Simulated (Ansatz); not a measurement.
Computed with Ansatz on PBE0-D4/def2-TZVP structures; ΔE is electronic, products minus reactants. CCSD(T)/CBS is the MP2 limit (def2-TZVPP, def2-QZVPP) plus CCSD(T) − MP2 in def2-TZVPP, frozen cores. Double bonds are as drawn, so ΔE can hold a change between cis and trans. Functionals use def2-TZVPP. B3LYP here is the variant with VWN-RPA as its local correlation; programs differ in this. Each species was taken in one conformer, which may not be the lowest.

`C/C(O)=N\[SiH3]` + `C[SiH](N)O` → `CO[SiH](C)N` + `O/C=N/[SiH3]`  (substitution at a C–C bond)

`C/C(O)=N\[SiH3]`:

Z-matrix (Å, degrees):
```
C
C 1 1.495
H 1 1.092 2 109.6
H 1 1.092 2 109.5 3 117.2
H 1 1.087 2 111.3 3 -121.4
O 2 1.347 1 110.4 3 -58.4
N 2 1.259 1 129.5 3 121.6
H 6 0.968 2 105.9 1 -180.0
Si 7 1.715 2 132.4 1 0.0
H 9 1.495 7 114.7 2 0.1
H 9 1.485 7 108.6 2 -120.9
H 9 1.485 7 108.5 2 121.0
```

`C[SiH](N)O`:

Z-matrix (Å, degrees):
```
C
Si 1 1.862
H 1 1.092 2 110.2
H 1 1.094 2 111.2 3 119.4
H 1 1.093 2 111.4 3 -119.9
N 2 1.716 1 106.8 3 175.6
O 2 1.649 1 113.3 3 54.6
H 2 1.487 1 110.5 3 -59.5
H 6 1.006 2 120.4 1 21.4
H 6 1.007 2 121.6 1 170.4
H 7 0.959 2 115.6 1 73.3
```

`CO[SiH](C)N`:

Cartesian coordinates in Å:
```
C -1.453 -0.150 -1.390
O -0.078 -0.433 -1.377
Si 0.852 -0.342 -0.017
C 0.881 1.397 0.653
N 0.338 -1.356 1.259
H -1.647 0.920 -1.244
H -1.990 -0.708 -0.613
H -1.858 -0.440 -2.362
H 2.174 -0.795 -0.510
H 1.148 2.107 -0.133
H 1.611 1.490 1.460
H -0.096 1.691 1.049
H 0.334 -2.360 1.197
H -0.215 -1.021 2.029
```

`O/C=N/[SiH3]`:

```xyz
9

O     0.621    2.098   -1.088
C     0.074    0.928   -0.750
N     0.400    0.285    0.276
Si   -0.280   -1.231    0.751
H     1.274    2.307   -0.403
H    -0.677    0.642   -1.496
H    -1.320   -1.704   -0.211
H     0.804   -2.242    0.827
H    -0.895   -1.083    2.094
```

```csv
level,ΔE (kcal/mol)
B3LYP-D4,17.1
ωB97X-V,17.6
B2PLYP,17.7
r2SCAN,18.9
PBE0,18.7
HF/def2-TZVPP,16.2
CCSD(T)/def2-TZVPP,18.1
CCSD/CBS(def2),18.8
```

What does CCSD(T)/CBS give? (Best estimate.)

Ansatz gave: +18.9 kcal/mol. The listed levels differ from it by -1.8, -1.3, -1.2, 0.0, -0.2, -2.7, -0.8, -0.1 kcal/mol.

Largest T1 diagnostic among the species: 0.014.

In def2-TZVPP, CCSD(T) changes the Hartree–Fock value by +1.9 kcal/mol (the triples alone add +0.1 kcal/mol) and MP2 by +3.1 kcal/mol.
